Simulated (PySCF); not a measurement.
**Electron correlation in S⁺ (sulfur, charge +1)**

[Ne] 3s2 3p3, high-spin 4S determinant. Computed with PySCF 2.14 in an even-tempered Gaussian basis (20 s from 0.028 bohr⁻², ratio 2.5; 14 p from 0.036 bohr⁻², ratio 2.5; 6 d from 0.67 bohr⁻², ratio 2.7; 5 f from 1 bohr⁻², ratio 2.7), with the non-relativistic Hamiltonian (point nucleus). Frozen: 1s2; 13 electrons correlated; the 22 highest virtual orbitals of each spin left out.

MP2 pair energies summed by pair of shells (mhartree):

| pair | energy | share (%) |
| --- | --- | --- |
| 2p-2p | -195.18 | 48.5 |
| 2s-2p | -61.33 | 15.2 |
| 3s-3p | -55.06 | 13.7 |
| 2p-3p | -25.06 | 6.2 |
| 2p-3s | -21.28 | 5.3 |
| 3p-3p | -16.88 | 4.2 |
| 3s-3s | -10.53 | 2.6 |
| 2s-2s | -10.07 | 2.5 |
| 2s-3p | -4.13 | 1.0 |
| 2s-3s | -3.18 | 0.8 |

Total MP2 correlation energy: -402.71 mhartree.

Same-spin part -108.45 and opposite-spin part -294.26 mhartree; SCS-MP2 scales them by 1/3 and 6/5 to -389.27 mhartree.
